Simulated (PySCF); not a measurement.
C2H4FNOSi.

```xyz
10

O      2.8829    -1.1996    -0.4389
C      1.9491    -0.5575    -0.1437
N      0.9975     0.1004     0.1720
Si    -0.4176     1.0312     0.4810
C     -1.9454    -0.0841     0.3447
F     -2.0718    -0.5481    -0.9588
H     -0.3451     1.5842     1.8615
H     -0.5038     2.1268    -0.5185
H     -1.8677    -0.9474     1.0308
H     -2.8586     0.4759     0.6219
```
Charge 0, spin multiplicity 1.

Geometry optimised at B3LYP-D3(BJ)/def2-SVP. This is a generated structure with no PubChem entry under its InChIKey; it may be hypothetical. One conformer was computed; it need not be the lowest.

Method: PBE/pcSseg-1 run with PySCF. Non-relativistic, no solvent.

Computed absolute GIAO shielding of each atom: isotropic value and principal components (ppm):
| atom | σ(iso) | σ11 | σ22 | σ33 | span |
|---|---|---|---|---|---|
| O1 | 181.9 | 87.0 | 89.4 | 369.4 | 282.3 |
| C2 | 57.0 | -51.9 | -50.4 | 273.4 | 325.3 |
| N3 | 226.9 | 168.7 | 183.3 | 328.7 | 160.0 |
| Si4 | 387.9 | 349.1 | 395.2 | 419.6 | 70.5 |
| C5 | 97.6 | 55.1 | 73.0 | 164.7 | 109.7 |
| F6 | 451.9 | 409.8 | 453.1 | 492.9 | 83.1 |
| H7 | 26.4 | 22.9 | 25.0 | 31.3 | 8.4 |
| H8 | 26.1 | 22.6 | 24.6 | 31.0 | 8.4 |
| H9 | 26.3 | 22.5 | 25.7 | 30.6 | 8.1 |
| H10 | 26.6 | 23.0 | 26.0 | 30.9 | 7.8 |
